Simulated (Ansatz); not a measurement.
```yaml
crystal:
  periodic: [false, false, false]
  atoms:
    - {symbol: C, position_ang: [0.029157, -2.623998, -0.016830]}
    - {symbol: C, position_ang: [1.281813, -1.281305, 0.510265]}
    - {symbol: Si, position_ang: [2.125357, -0.078765, -1.347063]}
    - {symbol: B, position_ang: [0.681660, 0.212796, 1.578480]}
    - {symbol: Si, position_ang: [-1.648594, 1.058654, 1.471919]}
    - {symbol: O, position_ang: [-1.938744, 2.641852, 2.787511]}
    - {symbol: Ga, position_ang: [-1.576546, 1.773285, -1.489237]}
    - {symbol: H, position_ang: [0.576435, -3.538032, -0.871639]}
    - {symbol: H, position_ang: [-0.437200, -3.297983, 1.075431]}
    - {symbol: H, position_ang: [-1.054349, -2.077484, -0.645508]}
    - {symbol: H, position_ang: [2.436218, -1.823281, 1.021217]}
    - {symbol: H, position_ang: [3.767846, 0.701658, -0.993508]}
    - {symbol: H, position_ang: [0.995696, 1.371135, -1.816288]}
    - {symbol: H, position_ang: [2.206011, -1.155633, -2.855025]}
    - {symbol: H, position_ang: [1.729896, 1.092994, 2.200866]}
    - {symbol: H, position_ang: [-2.964453, -0.245345, 1.724652]}
    - {symbol: H, position_ang: [-2.910089, 3.318641, 2.612669]}
    - {symbol: H, position_ang: [-1.320269, 3.606021, -2.157709]}
    - {symbol: H, position_ang: [-1.979847, 0.344788, -2.790216]}
basis:
  gaussian: {orbitals: def2-TZVP}
magnetization: {spin_polarized: true, initial_magnetization: 4}
hamiltonian: {xc: {name: B97M-V}, pseudopotentials: {relativity: scalar}}
output: {forces: true}
```

```sh
$ ansatz run in.yaml --threads 2 --pin off --events-out ev --progress --plain --max-ram 22528MiB --backend cuda --devices 0, --max-vram 18GiB
```

Shortened log:

```
Functional definition: B97M-V
2080 factors; their error is unknown
mean field evaluation 1: about -73516.7512 eV, gradient 5.9e1 eV
mean field evaluation 2: about -73117.4087 eV, gradient 2.0e2 eV
mean field evaluation 4: about -73467.4414 eV, gradient 8.8e1 eV
mean field evaluation 8: about -73529.4954 eV, gradient 2.4e1 eV
mean field evaluation 16: about -73536.8326 eV, gradient 1.4e-1 eV
mean field evaluation 64: about -73536.7545 eV, gradient 2.5e0 eV
mean field evaluation 96: about -73535.4076 eV, gradient 2.8e0 eV
mean field evaluation 128: about -73536.8222 eV, gradient 1.1e-1 eV
mean field -73536.83338953 eV, -2702.4287820092 hartree, gradient 3.1e-6 eV, S^2 6.022847; 10 other end points of the search recorded, 0 dependent functions left out
reference -73536.83349546 eV, -2702.4287859021 hartree; 50, 46 occupied and 268, 272 virtual orbitals, 2080 factors
Total energy: -73536.83349546 eV, -2702.4287859021 hartree
Relativity: scalar
Atom 0 at     0.029157    -2.623998    -0.016830 Å, force    -0.606266    -0.547162    -0.259350 eV/Å
Atom 1 at     1.281813    -1.281305     0.510265 Å, force     0.269361    -0.441142     0.127210 eV/Å
Atom 2 at     2.125357    -0.078765    -1.347063 Å, force     0.014379     0.298735    -0.589759 eV/Å
Atom 3 at     0.681660     0.212796     1.578480 Å, force     2.166656    -0.298438    -0.364203 eV/Å
Atom 4 at    -1.648594     1.058654     1.471919 Å, force    -0.540772     0.646725     1.844646 eV/Å
Atom 5 at    -1.938744     2.641852     2.787511 Å, force    -3.603683     0.946511    -1.812312 eV/Å
Atom 6 at    -1.576546     1.773285    -1.489237 Å, force     0.400237     0.414588    -1.799484 eV/Å
Atom 7 at     0.576435    -3.538032    -0.871639 Å, force    -1.654095     3.088545     2.829528 eV/Å
Atom 8 at    -0.437200    -3.297983     1.075431 Å, force     1.665240     2.298929    -3.467985 eV/Å
Atom 9 at    -1.054349    -2.077484    -0.645508 Å, force     3.644265    -1.601339     2.065821 eV/Å
Atom 10 at     2.436218    -1.823281     1.021217 Å, force    -3.764099     1.538974    -1.400040 eV/Å
Atom 11 at     3.767846     0.701658    -0.993508 Å, force    -2.434244    -1.231235    -0.454181 eV/Å
Atom 12 at     0.995696     1.371135    -1.816288 Å, force     1.278160    -2.010582     0.824927 eV/Å
Atom 13 at     2.206011    -1.155633    -2.855025 Å, force    -0.028220     1.466183     2.089359 eV/Å
Atom 14 at     1.729896     1.092994     2.200866 Å, force    -2.558933    -1.786520    -1.406690 eV/Å
Atom 15 at    -2.964453    -0.245345     1.724652 Å, force     1.429738     1.033832    -0.170006 eV/Å
Atom 16 at    -2.910089     3.318641     2.612669 Å, force     4.360135    -3.245050     0.410804 eV/Å
Atom 17 at    -1.320269     3.606021    -2.157709 Å, force    -0.256158    -1.509470     0.622365 eV/Å
Atom 18 at    -1.979847     0.344788    -2.790216 Å, force     0.218297     0.937914     0.909350 eV/Å
Dipole moment:    -0.422141    -0.199874     0.137795 e Å
```

(1) Something in this input is off. What?

Answers

(1) The spin is set far too high for this molecule. The run converged. The result belongs to that input, not to the molecule as meant.
